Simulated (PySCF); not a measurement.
Ga(Br)(OH)2 (BrGaH₂O₂), SMILES [OH][Ga]([OH])[Br].

Coordinates come from a PBE-D3(BJ)/def2-SVP optimisation. The structure was generated by enumeration; whether it is a known compound was not checked. Other conformers were not sampled.

The numbers are results of PBE-D3(BJ)/def2-SVP (PySCF 2.14.0), not measurements.

Frequencies are harmonic and unscaled.

Q: Give all harmonic wavenumbers and intensities. (The exact figures need the calculation; the answer reports its results.)

A: 
```tsv
mode	ν (cm⁻¹)	IR (km/mol)	moving atoms (share of kinetic energy)
1	123	5.2	O 54 %, Ga 24 %, Br 14 %
2	159	11.1	Ga 47 %, O 45 %
3	165	18.7	O 75 %, H 12 %, Br 9 %
4	298	27.6	Br 48 %, Ga 44 %
5	309	192.7	H 93 %
6	340	3.1	H 91 %, O 9 %
7	663	57.9	O 86 %, Ga 13 %
8	713	91.2	O 74 %, Ga 24 %
9	819	59.4	H 92 %
10	852	112.6	H 90 %
11	3715	74.2	H 94 %
12	3728	61.0	H 94 %
```
